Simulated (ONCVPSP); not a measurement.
## Reading a pseudo-wave (nitrogen (N))

Columns: radius, all-electron u(r) and pseudo u(r) of the 2s shell (level -48.89 eV) of nitrogen in the configuration [He] 2s2 2p1; LDA (Perdew-Zunger), scalar-relativistic, ONCV scheme, ONCVPSP 4.0.1.

| r (bohr) | all-electron | pseudo |
| --- | --- | --- |
| 0.070 | -0.3828 | 0.0615 |
| 0.140 | -0.4271 | 0.1243 |
| 0.210 | -0.3063 | 0.1925 |
| 0.280 | -0.1142 | 0.2704 |
| 0.350 | 0.0968 | 0.3577 |
| 0.420 | 0.2985 | 0.4505 |
| 0.490 | 0.4770 | 0.5456 |
| 0.560 | 0.6265 | 0.6430 |
| 0.630 | 0.7455 | 0.7415 |
| 0.700 | 0.8352 | 0.8312 |
| 0.770 | 0.8983 | 0.8980 |
| 0.840 | 0.9379 | 0.9379 |
| 0.910 | 0.9576 | 0.9576 |
| 0.980 | 0.9606 | 0.9606 |
| 1.050 | 0.9501 | 0.9501 |
| 1.120 | 0.9289 | 0.9289 |
| 1.190 | 0.8994 | 0.8995 |
| 1.260 | 0.8638 | 0.8638 |
| 1.330 | 0.8238 | 0.8238 |
| 1.400 | 0.7808 | 0.7809 |
| 1.470 | 0.7362 | 0.7362 |
| 1.540 | 0.6909 | 0.6909 |
| 1.610 | 0.6457 | 0.6457 |
| 1.680 | 0.6012 | 0.6012 |
| 1.750 | 0.5579 | 0.5579 |
| 1.820 | 0.5162 | 0.5162 |

How many radial nodes do the two functions have?

The all-electron 2s function has n − l − 1 = 1; the pseudo-wave has 0, since the states of the same l below it are removed with the core.

At about which radius was the pseudo-wave matched?

0.80 bohr, where the columns begin to agree (steps of 0.07 bohr).

Is the pseudo-wave norm-conserving?

Yes: the ONCV scheme keeps the norm inside the radius equal to the all-electron one, which fixes the energy derivative of the logarithmic derivative at the level.
